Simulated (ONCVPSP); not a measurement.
Pseudopotential generation for La (Z = 57): ONCV, Wu-Cohen, fully relativistic.

- Element: La (Z = 57)
- Generator: ONCVPSP 4.0.1
- Type: optimised norm-conserving Vanderbilt (ONCV)
- Functional: Wu-Cohen
- Relativity: fully relativistic
- Frozen core: [Kr] 4d10
- Valence charge: 11
- Reference configuration: 5s2 5p6 5d1.5 6s1.5
- Partial waves: 5s+6s: rc 2.34 bohr, ncon 4, nbas 8, qcut 4.4 1/bohr, 3 projectors, debl 3.2 Ha; 5p: rc 1.38 bohr, ncon 3, nbas 7, qcut 4.9 1/bohr, 3 projectors, debl 1.2 Ha; 5d: rc 2.58 bohr, ncon 4, nbas 9, qcut 4.7 1/bohr, 3 projectors, debl 3.3 Ha; f scattering state at 0.23 Ha: rc 2.38 bohr, ncon 3, nbas 6, qcut 3.3 1/bohr, 2 projectors, debl 0.5 Ha
- Local potential: polynomial inside 1.12 bohr (lpopt 5, dvloc0 1 Ha)
- Core correction: Teter function, fcfact 3.5, rcfact 1.4

Open shells are filled in proportion to 2j + 1.

In the f channel the program set the typed energies aside and used -0.126, 0.374 Ha (j = l + 1/2; the other j can differ).

All-electron outer shells of the reference configuration (Wu-Cohen, scalar-relativistic, ld1.x):

```json
{"shell": "5s", "level (eV)": "-38.11", "outermost node (bohr)": "0.77", "outermost maximum (bohr)": "1.41"}
{"shell": "5p", "level (eV)": "-21.62", "outermost node (bohr)": "0.83", "outermost maximum (bohr)": "1.58"}
{"shell": "6s", "level (eV)": "-3.42", "outermost node (bohr)": "1.87", "outermost maximum (bohr)": "3.88"}
{"shell": "5d", "level (eV)": "-2.60", "outermost node (bohr)": "0.95", "outermost maximum (bohr)": "2.24"}
```

Results:

```
Cutoffs needed             : 19 Ha and 88 Ha (the cutoffs (Ha) at which the residual kinetic energy of the hardest occupied pseudo-wave falls to 1 and 0.1 mHa per electron) The cutoffs count occupied waves only; projector 1 of the f channel, the hardest unoccupied one, needs 72 Ha at the loose tolerance.
Ghost test                 : ghosts flagged at negative energy: s at -17.7 eV, p3/2 at -181.2 eV, p1/2 at -186.8 eV; GHOST(+) flagged for d3/2 at 281.6 eV, p1/2 at 332.9 eV, p3/2 at 346.2 eV; a true bound ghost makes a file unfit for plane-wave use
Largest excitation error   : -4.8 meV (all-electron minus pseudo) for 5s2 5p6 5d2 6s0, out of 4 test configurations
rms error of d²Exc/dni dnj : 5.82 mHa without and 2.88 mHa with the model core
```

Generation and tests took about 37 s on one core of a shared server CPU.
